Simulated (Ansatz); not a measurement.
Z-matrix (Å, degrees):
```
C
C 1 1.524
H 1 1.093 2 111.1
H 1 1.093 2 111.0 3 119.1
H 1 1.093 2 112.2 3 -120.1
B 2 1.559 1 117.6 3 -67.0
H 2 1.097 1 111.4 3 63.7
H 2 1.107 1 109.2 3 177.8
C 6 1.558 2 122.3 1 154.2
H 6 1.207 2 118.8 1 -25.8
C 9 1.524 6 117.6 2 154.8
H 9 1.107 6 101.8 2 -85.9
H 9 1.097 6 111.6 2 24.2
H 11 1.093 9 111.0 6 52.2
H 11 1.093 9 111.1 6 -66.9
H 11 1.093 9 112.2 6 173.0
```

Total charge 0; spin multiplicity 1.

List the r2SCAN/def2-TZVPP orbital energies in eV (the Gaussian-basis code of Ansatz). (An estimate is asked.)

Computed: Occupied: -272.64, -272.64, -272.43, -272.43, -179.90, -19.78, -19.42, -16.33, -15.50, -12.04, -11.17, -10.93, -10.67, -9.79, -9.32, -9.05, -8.54, -8.38, -7.33, -7.16. Lowest empty: -1.26, 1.16, 1.68, 2.09, 2.44, 2.77, 3.39, 3.42.
